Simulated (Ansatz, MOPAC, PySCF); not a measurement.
Donor–acceptor adduct: BH3 (SMILES B) (first 4 atoms) with CHN (SMILES C#N); geometry from B3LYP-D3(BJ)/def2-TZVP, rigid monomers moved along the line of their centres of mass till B1···N6 is 2.78 Å.
(charge 0, multiplicity 1):
```xyz
7

B     -0.097     0.048     0.770
H      0.666     0.927     0.451
H      0.204    -1.031     0.322
H     -1.256     0.333     0.591
C      0.294    -0.299     4.652
N      0.180    -0.198     3.521
H      0.401    -0.394     5.708
```

Interaction energies are E(AB) − E(A) − E(B) at the monomers' geometry in the complex; basis-set methods are counterpoise corrected. Rows marked so take none.

Correlated levels freeze the cores. CBS: X⁻³ extrapolation of the correlation energy, Hartree–Fock from the larger set. Rows in 3-21G, 6-31G* carry no dispersion term and start afresh at each structure (6-31G* with six Cartesian d functions). MP2/6-31G* freezes PySCF's default core. The state that PM3, PM6 reach isn't checked.

Codes used: Ansatz (Gaussian basis) for Hartree–Fock, density functionals and correlated methods; MOPAC for PM3, PM6 (differences of heats of formation); PySCF for 3-21G rows, 6-31G* rows, the dispersion terms. 

Other levels give for the interaction energy: PBE/def2-TZVPPD -7.09; B3LYP/def2-TZVPPD -6.16; B3LYP-D3(BJ)/def2-TZVPPD -7.09; wB97M-V/def2-TZVPPD -7.08; MP2/CBS(aug-cc-pVDZ, aug-cc-pVTZ) + ΔCCSD(T)/aug-cc-pVDZ -6.90 kcal/mol.

Common cheap choices:

| level | interaction energy (kcal/mol) | less -6.90 (MP2/CBS(aug-cc-pVDZ, aug-cc-pVTZ) + ΔCCSD(T)/aug-cc-pVDZ) |
|---|---|---|
| PM3 | -7.14 | -0.24 |
| PM6 | -3.82 | 3.09 |
| HF/6-31G* | -5.75 | 1.15 |
| BP86/6-31G* (no counterpoise) | -7.17 | -0.26 |
| B3LYP/3-21G (no counterpoise) | -10.94 | -4.03 |
| B3LYP/6-31G* | -6.39 | 0.52 |
| B3LYP/6-31G* (no counterpoise) | -7.15 | -0.24 |
| MP2/6-31G* (no counterpoise) | -7.79 | -0.89 |

Ansatz is an electronic-structure program.
